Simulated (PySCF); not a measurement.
# Computed records: BFH3Si, CH5BOSi

Calculation on a computer-drawn molecule: optimised geometry and harmonic frequencies of an isolated molecule of the commonest isotopes, restricted reference for singlets and unrestricted otherwise, frozen core in MP2. Program: PySCF 2.14.0.

Common to all runs: multiplicity 1; basis cc-pV(D+d)Z.

(1) BFH3Si

Start structure:
```xyz
6
BFH3Si
F     -2.1727     2.6648     0.8254
B     -2.3419     1.7913    -0.1220
Si    -1.3239     2.2293    -1.8940
H     -3.0107     0.8157    -0.0247
H      0.0358     1.7492    -2.1642
H     -1.9229     3.0186    -2.9759
```

* charge: 1
* method: MP2
* rotational constants: 39.64, 4.468, 4.222 GHz
* total energy: -414.8707 hartree
* convergence status largest gradient component: 2.888e-05 hartree/bohr

Drawn bonds:
```csv
atom,other atom,order
1,2,1
2,3,1
2,4,1
3,5,1
3,6,1
```

Optimised structure:
```xyz
6
BFH3Si
F     -2.1799     2.6706     0.8528
B     -2.3387     1.7990    -0.1178
Si    -1.3238     2.2316    -1.8907
H     -3.0087     0.8105    -0.0390
H      0.0376     1.7437    -2.1740
H     -1.9230     3.0136    -2.9867
```

Modes:
```csv
frequency (cm⁻¹),reduced mass (dalton)
96.28,1.168
218.9,4.406
411.9,1.079
516.9,2.987
696.5,1.523
826,1.595
967.9,1.079
1083,1.218
1340,7.936
2333,1.029
2374,1.057
2758,1.097
```

(2) CH5BOSi

Start structure:
```xyz
9
CH5BOSi
O     -2.2879    -0.0836     0.0301
C     -1.0036    -0.4279    -0.3856
B      0.3077    -0.0700    -0.0282
Si     2.1550     0.3467     0.3850
H     -2.2530     0.5704     0.7801
H     -1.1316    -1.1284    -1.1739
H      2.9273     0.0272    -0.8208
H      2.3880     1.7038     0.6358
H      2.7619    -0.3950     1.3993
```

* charge: 0
* method: HF
* rotational constants: 37.36, 1.917, 1.863 GHz
* total energy: -429.1773 hartree
* convergence status largest gradient component: 1.255e-05 hartree/bohr

Drawn bonds:
```csv
atom,other atom,order
1,2,1
2,3,2
3,4,1
1,5,1
2,6,1
4,7,1
4,8,1
4,9,1
```

Optimised structure:
```xyz
9
CH5BOSi
O     -2.2827    -0.1589     0.0974
C     -1.0415    -0.3439    -0.4175
B      0.2583    -0.0102    -0.0099
Si     2.1886     0.3491     0.3506
H     -2.2318     0.3044     0.9195
H     -1.0863    -0.8767    -1.3669
H      2.9346    -0.2281    -0.7937
H      2.4767     1.7991     0.4381
H      2.6479    -0.2916     1.6043
```

Modes:
```csv
frequency (cm⁻¹),reduced mass (dalton)
55.99,1.395
133.5,3.756
182.5,2.677
366.1,1.278
388.3,3.299
536.2,2.376
667.3,1.222
705.5,2.283
831,1.643
991.6,1.103
1007,1.038
1042,1.038
1173,7.893
1240,1.159
1454,1.31
1742,4.722
2305,1.046
2306,1.051
2317,1.023
3283,1.083
4158,1.067
```
